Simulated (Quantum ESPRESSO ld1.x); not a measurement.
Results of a calculation; reference values are marked as such.
Spin polarisation of the 5p5 shell in Ba3+. Start: [Kr] 4d10 5s2 5p(up 2.5, down 2.5); electrons of 5p are moved from spin down to spin up, other shells keep equal spins. Code: ld1.x of Quantum ESPRESSO 7.5. Model: non-relativistic Kohn-Sham, LDA (Slater exchange, Perdew-Zunger correlation), spin-polarised, spherical densities, point nucleus.

| moment (Bohr magnetons) | E - E(0) (eV) | e(5p up) (eV) | e(5p down) (eV) | 5s down minus up (eV) | 4d down minus up (eV) |
|---|---|---|---|---|---|
| 0 | 0.000 | -42.080 | -42.080 | 0.000 | 0.000 |
| 0.25 | -0.010 | -42.162 | -41.996 | 0.169 | 0.041 |
| 0.5 | -0.042 | -42.242 | -41.909 | 0.339 | 0.082 |
| 0.75 | -0.094 | -42.321 | -41.820 | 0.509 | 0.124 |
| 1 | -0.167 | -42.397 | -41.729 | 0.679 | 0.165 |

At moment 1 the spin-polarisation energy is -0.167 eV and the 5p exchange splitting 0.668 eV, that is 0.668 eV per Bohr magneton; E = -I m^2/4 would give I = 0.667 eV.
